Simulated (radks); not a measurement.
Task: Excited configurations of Al IV: one electron is placed in a higher orbital outside [He] 2s2 2p5. The ground configuration is [Ne]. Method: scalar-relativistic Kohn-Sham, PBE, spin-polarised, spherical densities, finite nucleus; open shells are filled with parallel spins first; Fermi nuclear charge, rms radius 3.061 fm; computed with a radial shooting solver on a logarithmic mesh with Libxc functionals. Excitation = E - E(ground); binding = E(ion) - E, where the ion is the core of charge +4; n* = 4/sqrt(2 binding) in atomic units, and the quantum defect is n - n*.

| outer orbital | excitation (eV) | binding (eV) | n* | quantum defect | eigenvalue (eV) | <r> (bohr) |
|---|---|---|---|---|---|---|
| 3s | 76.335 | 44.003 | 2.224 | 0.776 | -38.924 | 1.908 |
| 4d | 105.27 | 15.070 | 3.801 | 0.199 | -13.190 | 4.771 |
| 5p | 108.94 | 11.395 | 4.371 | 0.629 | -10.235 | 7.108 |
| 6s | 111.98 | 8.361 | 5.103 | 0.897 | -7.576 | 10.02 |
| 6d | 113.59 | 6.746 | 5.680 | 0.320 | -6.072 | 11.69 |
| 7p | 114.81 | 5.528 | 6.275 | 0.725 | -5.023 | 14.98 |
| 7d | 115.38 | 4.961 | 6.624 | 0.376 | -4.494 | 16.23 |

Estimate the row for 7s.

Result: excitation (eV) 114.40; binding (eV) 5.938; n* 6.055; quantum defect 0.945; eigenvalue (eV) -5.403; <r> (bohr) 14.15. The Delta-SCF ionisation energy is 120.34 eV (NIST Atomic Spectra Database: 119.99 eV, measured). Self-interaction in the functional shifts the binding energies and quantum defects, so they are the method's values and not measured ones. Open shells are spherical and high-spin; term and fine-structure splittings are not resolved.
